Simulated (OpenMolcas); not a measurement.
Pt3+ (d7) among equal point charges was computed by CASSCF with the d shell active (OpenMolcas, ANO-RCC-VDZP on the metal). Its lowest spin-free states, and all those of the highest spin:

```csv
2S+1,Degeneracy,E (cm-1)
4,1,0.0
4,3,2661
4,3,4668
2,2,16110
2,3,16398
4,3,16553
2,1,17041
2,3,17736
2,3,20768
2,3,21050
2,2,22265
2,3,22708
```

**Question.** Is the site octahedral, tetrahedral or cube-like, axial, or of lower symmetry?

**Answer.** The states with 2S+1 = 4 have orbital degeneracies 1, 3, 3, 3. Threefold states need a cubic site. For d7 at this spin an octahedron puts the threefold T1 below the threefold T2 and a tetrahedron or cube puts the single A2 below the threefold T2, so the site is a tetrahedron or a cube, which this pattern cannot tell apart. The first gap at this spin, 2660 cm-1, is |10Dq| in ligand-field theory. The run had Pt3+ among 4 point charges of -1 e arranged as a tetrahedron (Td), 1.92 Å from the ion.

Spin-orbit coupling mixes the spin-free states strongly: the lowest level takes only 43 % from its leading state, 4A2. Without dynamic correlation the repulsion within the d shell is too large (B by tens of per cent), so at a given field states of lower spin stand too high. The ground term spreads over less than 5000 cm-1, several times less than with real ligands, so orbital moments are less quenched and χT lies further from the spin-only value than at real sites. This is an electrostatic model: the charges have no orbitals. No measured value stands beside these numbers.
